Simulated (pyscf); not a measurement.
`[NH2][TiH]([NH2])[NH2]`, singlet

Gas-phase minimum from PySCF at ωB97X-D3(BJ)/def2-SVP, one conformer. 

SMILES: [NH2][TiH]([NH2])[NH2]
```xyz
11

N     -0.4318     1.1949    -2.3606
Ti    -0.0295     0.2766    -0.7905
N     -0.9465    -1.3395    -0.6558
N     -0.2330     1.3392     0.7261
H     -0.7236     2.1622    -2.4756
H     -0.3011     0.7619    -3.2745
H      1.6311    -0.1199    -0.8790
H     -0.7804    -1.9768     0.1226
H     -1.5938    -1.7628    -1.3161
H     -0.7495     1.1407     1.5794
H      0.2652     2.2237     0.8214
```
Charge 0, spin multiplicity 1.

Bond lengths (Å): N1–Ti2 1.863, N1–H5 1.017, N1–H6 1.020, Ti2–N3 1.863, Ti2–N4 1.863, Ti2–H7 1.710, N3–H8 1.020, N3–H9 1.017, N4–H10 1.017, N4–H11 1.020. Bond angles (°): Ti2–N1–H5 128.8, Ti2–N1–H6 121.2, H5–N1–H6 109.8, N1–Ti2–N3 112.5, N1–Ti2–N4 112.4, N1–Ti2–H7 106.3, N3–Ti2–N4 112.5, N3–Ti2–H7 106.3, N4–Ti2–H7 106.3, Ti2–N3–H8 121.1, Ti2–N3–H9 128.9, H8–N3–H9 109.8, Ti2–N4–H10 128.8, Ti2–N4–H11 121.2 (the first ones only).

Properties at ωB97X-D3(BJ)/def2-SVP:

```yaml
harmonic_wavenumbers_unscaled: 139, 167, 167, 247, 249, 280, 405, 405, 415, 479, 482, 482, 566, 566, 711, 786, 787, 1497, 1497, 1502, 1701, 3571, 3572, 3575, 3677, 3677, 3678 cm⁻¹
zero_point_energy: 50.4 kcal/mol
rotational_symmetry_number: 3
Entropy of this conformer at 298 K and 1 atm, rigid rotor and harmonic oscillator, modes under 100 cm⁻¹ raised to 100: 346.1 J/(mol K)
dipole_moment: 2.08 D
```

Single-point totals, which compare only within one level:

```csv
level,total energy (hartree)
ωB97X-D3(BJ)/def2-TZVP,-1018.11713
PBE/def2-TZVP,-1017.66879
r²SCAN/def2-TZVP,-1017.96748
B3LYP-D3(BJ)/def2-TZVP,-1018.12438
PBE0-D3(BJ)/def2-TZVP,-1017.68664
M06-2X/def2-TZVP,-1017.95202
ωB97M-D3(BJ)/def2-TZVP,-1018.14835
```

Soft torsions are taken as harmonic, which can shift the entropy by several J/(mol K).
